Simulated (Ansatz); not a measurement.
Ansatz (a quantum-chemistry and plane-wave program) input (r2SCAN/def2-TZVP):

Ansatz 0.2 input:
```yaml
crystal:
  periodic: [false, false, false]
  atoms:
    - {symbol: Si, position_ang: [-0.01747651, 0.01787335, 0.74815160]}
    - {symbol: Cl, position_ang: [1.14481131, 1.35055980, -0.31392892]}
    - {symbol: Cl, position_ang: [-1.13041889, -1.36527904, -0.30219592]}
basis:
  gaussian:
    orbitals: def2-TZVP
hamiltonian:
  xc: {name: r2SCAN}
magnetization: {spin_polarized: true, initial_magnetization: 2}
relax: {f_tol: 0.003, max_steps: 100}
```

Output:

```
Functional definition: r2SCAN
integrals: 0.04 GiB planned
764 factors; their error is unknown
mean field: 0.37 GiB planned
mean field evaluation 1: about -32920.7112 eV, gradient 9.8e0 eV
mean field evaluation 2: about -32920.9230 eV, gradient 9.6e0 eV
mean field evaluation 4: about -32921.3396 eV, gradient 5.7e-1 eV
mean field evaluation 8: about -32921.3333 eV, gradient 9.6e-2 eV
mean field evaluation 16: about -32921.3334 eV, gradient 7.1e-5 eV
mean field -32921.33336687 eV, -1209.8366863513 hartree, gradient 7.1e-5 eV, S^2 2.005242; 0 other end points of the search recorded, 0 dependent functions left out
the calculation of the forces begins
reference -32921.33337749 eV, -1209.8366867415 hartree; 25, 23 occupied and 86, 88 virtual orbitals, 764 factors
relax step   1: F+E_penalty+E_count = -32921.33336687 eV  Δ(F+E_penalty+E_count) = +0.000e0 eV  max|allowed force component| = 2.895e-1 eV/Å  Δτ_max = 0.0000 Å  (31 SCF iters, accepted)
these checks for a lower state are left out or cut short: starts, cluster_reference, orbital_swaps, neighbouring_geometries, increment
integrals: 0.04 GiB planned
764 factors; their error is unknown
mean field: 0.37 GiB planned
mean field -32921.33758452 eV, -1209.8368413469 hartree, gradient 2.2e-5 eV, S^2 2.005142; 0 other end points of the search recorded, 0 dependent functions left out
the calculation of the forces begins
reference -32921.33759512 eV, -1209.8368417366 hartree; 25, 23 occupied and 86, 88 virtual orbitals, 764 factors
relax step   2: F+E_penalty+E_count = -32921.33758452 eV  Δ(F+E_penalty+E_count) = -4.218e-3 eV  max|allowed force component| = 2.580e-2 eV/Å  Δτ_max = 0.0099 Å  (38 SCF iters, accepted)
these checks for a lower state are left out or cut short: starts, cluster_reference, orbital_swaps, neighbouring_geometries, increment
integrals: 0.04 GiB planned
764 factors; their error is unknown
mean field: 0.37 GiB planned
mean field -32921.33761623 eV, -1209.8368425123 hartree, gradient 1.6e-5 eV, S^2 2.005133; 0 other end points of the search recorded, 0 dependent functions left out
the calculation of the forces begins
reference -32921.33762683 eV, -1209.8368429019 hartree; 25, 23 occupied and 86, 88 virtual orbitals, 764 factors
relax step   3: F+E_penalty+E_count = -32921.33761623 eV  Δ(F+E_penalty+E_count) = -3.171e-5 eV  max|allowed force component| = 1.409e-3 eV/Å  Δτ_max = 0.0009 Å  (30 SCF iters, accepted)
integrals: 0.04 GiB planned
764 factors; their error is unknown
mean field: 0.37 GiB planned
mean field evaluation 32: about -32921.3457 eV, gradient 9.5e-2 eV
mean field -32921.33761623 eV, -1209.8368425123 hartree, gradient 1.6e-5 eV, S^2 2.005133; 1 other end points of the search recorded, 0 dependent functions left out
the calculation of the forces begins
reference -32921.33762683 eV, -1209.8368429019 hartree; 25, 23 occupied and 86, 88 virtual orbitals, 764 factors
Total energy: -32921.33762683 eV, -1209.8368429019 hartree
Atom 0 at    -0.017259     0.017651     0.738826 Å, force    -0.000033     0.000034     0.001409 eV/Å
Atom 1 at     1.138450     1.343208    -0.309234 Å, force     0.000762     0.000873    -0.000708 eV/Å
Atom 2 at    -1.124276    -1.357705    -0.297565 Å, force    -0.000729    -0.000906    -0.000701 eV/Å
Dipole moment:    -0.003428     0.003506     0.146737 e Å
```

This is an excited triplet: at this geometry the singlet lies 2.12 eV lower at RI-MP2/CBS(aug-cc-pV(T+d)Z,aug-cc-pV(Q+d)Z)+[CCSD(T)-MP2]/aug-cc-pV(T+d)Z.
